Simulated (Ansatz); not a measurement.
C₅H₈AlFO₃, SMILES `CC1=CC(C)=[O+][Al-]([OH])([F])[O]1` at its PBE0-D4/def2-TZVP geometry, where that method's forces vanish. Total charge 0; spin multiplicity 1.

```tsv
atom	x (Å)	y (Å)	z (Å)
C1	2.396	-0.914	-0.929
C2	1.146	-0.485	-0.242
C3	0.261	0.399	-0.859
C4	-0.933	0.815	-0.271
C5	-1.853	1.741	-0.989
O6	-1.321	0.442	0.885
Al7	-0.381	-0.562	2.065
O8	-1.232	-1.911	2.636
F9	0.230	0.445	3.225
O10	0.956	-0.982	0.918
H11	3.253	-0.617	-0.319
H12	2.491	-0.488	-1.925
H13	2.413	-2.005	-0.990
H14	0.506	0.768	-1.845
H15	-2.840	1.279	-1.064
H16	-1.491	2.000	-1.983
H17	-1.972	2.651	-0.395
H18	-1.629	-2.577	2.082
```

Q: For each bond, give half the difference of the two atoms' forces along it (eV/Å; positive pushes the atoms apart) under PBE-D4, r2SCAN-D4, B3LYP-D4, ωB97M-V in def2-TZVPP. (Estimate.)

A: Computed: 
```
   bond  length (Å)  PBE-D4  r2SCAN-D4  B3LYP-D4  ωB97M-V
  C1–C2       1.490   -0.18      -0.05      0.05     0.17
 C1–H11       1.093    0.11      -0.02     -0.06    -0.10
 C1–H12       1.088    0.09      -0.05     -0.06    -0.07
 C1–H13       1.093    0.11      -0.02     -0.06    -0.10
 C2–O10       1.275    0.66       0.38      0.26     0.09
 C3–H14       1.080    0.06      -0.06     -0.11    -0.12
  C4–C5       1.490   -0.18      -0.05      0.05     0.17
  C4–O6       1.275    0.66       0.38      0.26     0.09
 C5–H15       1.093    0.11      -0.02     -0.06    -0.10
 C5–H16       1.088    0.09      -0.05     -0.06    -0.07
 O6–Al7       1.812   -0.14      -0.12     -0.07     0.01
 Al7–O8       1.694    0.03       0.00      0.01     0.03
 Al7–F9       1.653    0.30       0.01      0.08     0.06
Al7–O10       1.812   -0.14      -0.12     -0.07     0.01
```

B3LYP here is the variant with VWN-RPA as its local correlation; programs differ in this.
